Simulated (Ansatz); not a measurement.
Z-matrix (Å, degrees):
```
C
H 1 1.0849
C 1 1.5048 2 116.61
H 3 1.0824 1 117.25 2 -145.13
H 3 1.0826 4 114.92 1 -144.06
C 3 1.5014 4 117.52 5 -147.15
H 6 1.0825 3 117.49 4 -0.13
H 6 1.0833 7 115.15 3 -146.94
S 1 1.7795 2 114.98 3 -143.14
C 9 1.8125 1 100.11 2 -72.70
H 10 1.0905 9 106.88 1 -177.65
H 10 1.0909 11 109.31 9 -119.68
H 10 1.0909 11 109.05 12 -120.25
```
Charge 0, multiplicity 1.

All values below come from frozen-core CCSD(T)/def2-TZVPP // TPSSh-D3(BJ)/def2-TZVP in Ansatz (a first-principles code).

- HF energy = -553.69262 Ha
- MP2 correlation energy = -0.86175 Ha

Problem. Estimate the CCSD correlation energy, the (T) correction, the total energy and the T1 diagnostic.

Solution. 
```yaml
CCSD correlation energy: -0.91243 Ha
"(T) correction": -0.04030 Ha
CCSD(T) total energy: -554.64535 Ha
T1 diagnostic: 0.009
```
